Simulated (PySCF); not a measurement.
Structure problem from calculated spectra and properties.

Formula: C8H18O.

| Quantity | Value |
| --- | --- |
| 13C NMR | chemical shifts (computed TMS as zero) by class: 72.5 (1 C), 68.1 (1 C), 42.5 (1 C), 25.3 (1 C), 23.0 (1 C), 21.5 (1 C), 20.9 (1 C), 16.3 (1 C) ppm [GIAO PBE0/pcSseg-1] |
| Triplet | lowest triplet excitation (Tamm–Dancoff): 7.11 eV [TDA CAM-B3LYP/def2-SVPD] |
| Dipole | 1.22 D [CAM-B3LYP/def2-SVPD] |
| UV, strongest line | among the 10 lowest singlet transitions: S10 at 9.00 eV (138 nm, f = 0.040) [TDDFT CAM-B3LYP/def2-SVPD] |
| NMR, other nuclei | isotropic shieldings of nuclei other than C and H, by class: 245 (1 O) ppm [GIAO PBE0/pcSseg-1] |
| Valence photoelectron | vertical ionisation energy: 9.23 eV [ΔSCF CAM-B3LYP/def2-SVPD] |
| UV, first state | lowest singlet excitation: 7.22 eV (172 nm, f = 0.007) [TDDFT CAM-B3LYP/def2-SVPD] |
| Rotational structure | rotational constants A, B, C: 2.140, 0.887, 0.721 GHz [PBE0-D3(BJ)/def2-SVP] |

Gas-phase values; electronic properties from PySCF, density fitting. Levels stand in brackets. Geometry: PBE0-D3(BJ)/def2-SVP, one conformer, isolated molecule. NMR classes are plain means over equivalent atoms (diastereotopic ones count apart unless rotation or inversion swaps them), as if these changed places fast.

Problem. Give a SMILES that accounts for the data.

Solution. Numbering: `[CH3:1][CH2:2][CH2:3][C@@H:4]([CH3:5])[O:6][CH:7]([CH3:8])[CH3:9]`. Its formula, C8H18O, gives 0 degrees of unsaturation, so no ring and no π bond. 8 carbons fall into 8 classes; from least to most shielded: sp3 carbon bound to oxygen [C4] (72.5 ppm), sp3 carbon bound to oxygen [C7] (68.1 ppm), chain CH2 carbon [C3] (42.5 ppm), methyl carbon [C9] (25.3 ppm), chain CH2 carbon [C2] (23.0 ppm), methyl carbon [C8] (21.5 ppm), methyl carbon [C5] (20.9 ppm), methyl carbon [C1] (16.3 ppm). The other shieldings belong to: 245 ppm, ether oxygen [O6]. The first electron is taken from the HOMO, whose largest Löwdin shares are 0.54 on the ether oxygen, 0.08 on a methyl carbon, 0.08 on an sp3 carbon bound to oxygen and 0.07 on an sp3 carbon bound to oxygen. The optimised geometry has point group C1 and is an asymmetric top. Structure: `CCC[C@@H](C)OC(C)C`. Computed isomers that give other values at the same levels: `CC(C)(C)OC(C)(C)C` (13C chemical shifts (computed TMS as zero) by class: 72.2 (2 C), 33.0 (6 C) ppm); `CCCCOCCCC` (vertical ionisation energy: 9.50 eV); `CC[C@@H](C)O[C@@H](C)CC` (smallest rotational constant: 0.790 GHz; this holds for the one conformer computed). The assignments are read from this structure; whether some other isomer fits the data as well wasn't checked. The mirror image fits equally.

The values belong to the conformer `[CH3:1][CH2:2][CH2:3][C@@H:4]([CH3:5])[O:6][CH:7]([CH3:8])[CH3:9]`: C1–C2–C3–C4 179°, C2–C3–C4–C5 177°, C3–C4–O6–C7 153°, C4–O6–C7–C8 -84°.
